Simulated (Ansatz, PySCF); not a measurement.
Pair of molecules: NH3 (SMILES N) (first 4 atoms) with CH2F2 (SMILES FCF); geometry from B3LYP-D3(BJ)/def2-TZVP.
(charge 0, multiplicity 1):
```xyz
9

N     -0.009    -0.099    -0.119
H     -1.022    -0.082    -0.172
H      0.319     0.833    -0.349
H      0.321    -0.723    -0.846
F     -1.045    -0.469     3.610
C      0.277    -0.364     3.276
F      0.727     0.855     3.704
H      0.368    -0.413     2.190
H      0.828    -1.139     3.813
```

Monomers are frozen at their geometry in the pair; levels with a basis set take the counterpoise correction. Rows marked so take none.

Cores are frozen in the correlated methods. Rows in 6-311+G**, 6-31G* carry no dispersion term and start afresh at each structure (6-31G* with six Cartesian d functions). MP2/6-31G* freezes PySCF's default core.

Programs: Ansatz (Gaussian basis) for Hartree–Fock, density functionals and correlated methods; PySCF for 6-311+G** rows, 6-31G* rows, the dispersion terms. Each number belongs to the level named beside it.

```tsv
level	interaction energy (kJ/mol)
SVWN5/def2-TZVPPD	-19.7
BP86/6-31G* (no counterpoise)	-13.9
revPBE-D3(BJ)/def2-TZVPPD	-11.3
B3LYP/6-311+G** (no counterpoise)	-14.2
BHLYP-D4/def2-TZVPPD	-14.4
CAM-B3LYP/def2-TZVPPD	-12.0
CAM-B3LYP-D3(BJ)/def2-TZVPPD	-14.1
MP2/6-31G* (no counterpoise)	[?]
SCS-MP2/aug-cc-pVDZ	[?]
```

Question: What belongs in the gaps?

Answer: 
- MP2/6-31G* (no counterpoise), interaction energy (kJ/mol): -16.5
- SCS-MP2/aug-cc-pVDZ, interaction energy (kJ/mol): -9.6

Ansatz is a first-principles code.
